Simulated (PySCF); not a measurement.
**MC anions for M along the second period**

PBE with double-zeta basis sets in PySCF, for the lowest determinant that a PBE0 search found; no spin–orbit coupling. De refers to high-spin ground-configuration atoms (the charge goes to the atom of lower measured ionisation energy or higher electron affinity, which is not always the lowest computed limit). A positive dipole points towards C; it is taken about the centre of mass and depends on that origin.

| M | basis | charged atom | state (unpaired electrons) | Re (Å) | ωe (cm⁻¹) | De (eV) | μ (D) |
| --- | --- | --- | --- | --- | --- | --- | --- |
| Be | def2-SVPD | C− | quartet (σ ↑, π ↑↑) | 1.701 | 856 | n/a | 1.21 |
| B | aug-cc-pVDZ | C− | triplet (σ ↑, π ↑) | 1.451 | 1306 | 5.51 | -0.24 |
| C | def2-SVPD | C− | doublet (σ ↑) | 1.274 | 1848 | n/a | n/a |
| N | aug-cc-pVDZ | C− | singlet (closed shell) | 1.195 | 2039 | 10.53 | -0.69 |
| F | aug-cc-pVDZ | F− | triplet (π ↑↑) | 1.456 | 762 | 3.19 | -3.73 |

The shortest bond is that of CN⁻ (1.195 Å), the longest that of BeC⁻ (1.701 Å).

The rows differ in basis set, which adds steps of its own.

The state changes along the series, so neighbouring rows are not always alike in their bonding.

For an ion De counts to the pair picked by the measured ionisation energies or electron affinities, which need not be the lowest pair at this level. The highest Kohn–Sham level is positive in some of these anions. Much of that is self-interaction error, but it also means that the finite basis helps to hold the extra electron. States were picked by a PBE0 search and need not be the measured ground states.
